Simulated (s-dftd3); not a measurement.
C2H6Cl2Si, charge -1, doublet, geometry from GFN2-xTB (a state made from the parent by changing its charge; the spin is typed, not shown lowest); s-dftd3 with D3(bj) for b97d.

The s-dftd3 input:
```
$ s-dftd3 mol.xyz --bj b97d --json dftd3.json --noedisp --grad

# file mol.xyz
11

C      1.42650279    -1.09765924    -0.30315678
Si     0.01213736     0.16509109    -0.03165282
C     -1.56388176    -0.70217827     0.62622317
Cl     0.76305449     0.79178801     2.13220720
Cl    -0.69452658     0.10064806    -2.29070594
H      1.11420848    -1.87858725    -0.99280464
H      2.30728618    -0.62012116    -0.72403909
H      1.71703127    -1.55674218     0.63856189
H     -2.37176399     0.00847255     0.77886613
H     -1.91241609    -1.45110271    -0.08106818
H     -1.36496922    -1.18558243     1.57970349
```

What the program printed (banner, timings and long lists left out):

```
-----------------------------------
 s i m p l e   D F T - D 3  v1.4.0
-----------------------------------

Rational (Becke-Johnson) damping: b97d-D3(BJ)
---------------------
  s6         1.0000
  s8         2.2609
  s9         0.0000
  a1         0.5545
  a2         3.2297
 alp        14.0000
--------------------

Dispersion energy:      -2.7846844894931E-02 Eh

Gradient norm:           3.2869926754158E-03 Eh/a0
--------------------------------------------------
     #    Z           dE/dx      dE/dy      dE/dz
--------------------------------------------------
     1    6 C     8.566E-04 -4.181E-04 -2.202E-04
     2   14 Si    3.077E-05  3.783E-04 -6.205E-05
     3    6 C    -9.027E-04 -1.851E-04  3.282E-04
     4   17 Cl    5.452E-04  1.172E-03  1.247E-03
     5   17 Cl   -4.054E-04  7.360E-04 -1.609E-03
     6    1 H     4.426E-04 -4.581E-04 -1.122E-04
     7    1 H     5.026E-04 -1.504E-04 -1.373E-04
     8    1 H     4.640E-04 -4.266E-04 -4.466E-05
     9    1 H    -5.138E-04 -1.680E-05  1.725E-04
    10    1 H    -5.230E-04 -3.212E-04  1.838E-04
    11    1 H    -4.969E-04 -3.098E-04  2.534E-04
--------------------------------------------------

Virial:
--------------------------------------------------
      component           x          y          z
--------------------------------------------------
          x       1.640E-02 -8.169E-04 -7.265E-04
          y      -8.169E-04  7.756E-03  1.184E-03
          z      -7.265E-04  1.184E-03  1.383E-02
--------------------------------------------------

[Info] JSON dump of results written to 'dftd3.json'
```
